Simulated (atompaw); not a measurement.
An all-electron radial function and its pseudo partner (arsenic)

Columns: radius, all-electron u(r) and pseudo u(r) of the 4p shell (level -22.95 eV) of arsenic in the configuration [Ne] 3s2 3p6 3d10 4s2 4p1; LDA (PW92), scalar-relativistic, PAW (atompaw) scheme, atompaw 4.2.0.5.

```csv
r (bohr),all-electron,pseudo
0.046,0.1168,-0.0236
0.092,0.2057,-0.0917
0.138,0.1821,-0.1968
0.185,0.0826,-0.3304
0.231,-0.0402,-0.4724
0.277,-0.1559,-0.6101
0.323,-0.2473,-0.7292
0.369,-0.3085,-0.8174
0.415,-0.3393,-0.8663
0.462,-0.3431,-0.8713
0.508,-0.3244,-0.8325
0.554,-0.2885,-0.7552
0.600,-0.2397,-0.6472
0.646,-0.1821,-0.5184
0.692,-0.1186,-0.3795
0.738,-0.0520,-0.2403
0.785,0.0175,-0.1063
0.831,0.0851,0.0114
0.877,0.1512,0.1130
0.923,0.2150,0.1987
0.969,0.2757,0.2707
1.015,0.3331,0.3322
1.062,0.3878,0.3878
1.108,0.4374,0.4374
1.154,0.4831,0.4831
1.200,0.5247,0.5247
```

(1) How many radial nodes do the two functions have?

(2) At about which radius was the pseudo-wave matched?

(3) Is the pseudo-wave norm-conserving?

## Answers

(1) The all-electron 4p function has n − l − 1 = 2; the pseudo-wave has 1, since 1 lower shell of the same l stays in the valence.

(2) 1.10 bohr, where the columns begin to agree (steps of 0.05 bohr).

(3) No, it belongs to a PAW set: the norm inside the radius is not constrained, and the difference is carried by the augmentation charge.
